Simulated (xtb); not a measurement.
H3MnO5, SMILES [O]=[Mn](=[O])([OH])([OH])[OH], multiplicity 1. All values are semi-empirical tight-binding results from xtb (GFN2-xTB unless named), good for trends rather than for accurate numbers. Geometry: GFN2-xTB. The multiplicity is an assumed one; other spin states were not compared. One conformer was computed; it need not be the lowest.

For metal compounds this method's bond lengths and energies can be far off.

Computed properties:
The orbital gap is 2.60 eV and the zero-point energy is 28.7 kcal/mol. The G − E(el) at 298.15 K (modified RRHO) comes out as 9.3 kcal/mol.
